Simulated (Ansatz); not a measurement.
`BO[SiH2][GeH3]` + H–F → `F[SiH2][GeH3]` + `BO`  (ligand exchange at the Si–O bond)

Computed with Ansatz on PBE0-D4/def2-TZVP structures; ΔE is electronic, products minus reactants. CCSD(T)/CBS adds triple-zeta CCSD(T) − MP2 to the extrapolated MP2 energy (def2 sets, frozen cores). This one scheme is used for every species. For Ge outer-core shells are correlated without core-valence functions, which leaves a few kJ/mol of doubt a bond. Scalar relativity is left out up to krypton. One conformer a species, not always the lowest.

| species | HF/def2-QZVPP energy (Eh) |
| --- | --- |
| `BO[SiH2][GeH3]` | -2468.10679 |
| H–F | -100.07004 |
| `F[SiH2][GeH3]` | -2466.81915 |
| `BO` | -101.37817 |

Work out ΔE.

ΔE = (-2466.81915) + (-101.37817) − (-2468.10679) − (-100.07004) = -0.02049 Eh = -53.8 kJ/mol. CCSD(T)/CBS gives -40.7 kJ/mol.

Largest T1 diagnostic among the species: 0.014.

The D4 term adds +9.5 kJ/mol with B3LYP and +5.3 kJ/mol with PBE0; it sums over pairs of atoms, weighted by their polarisabilities, and B3LYP, whose exchange is more repulsive, gets the larger term. From PBE to PBE0 (25 % exact exchange), in def2-TZVPP and without D4, ΔE moves by +3.4 kJ/mol.

B3LYP here is the variant with VWN-RPA as its local correlation; programs differ in this.
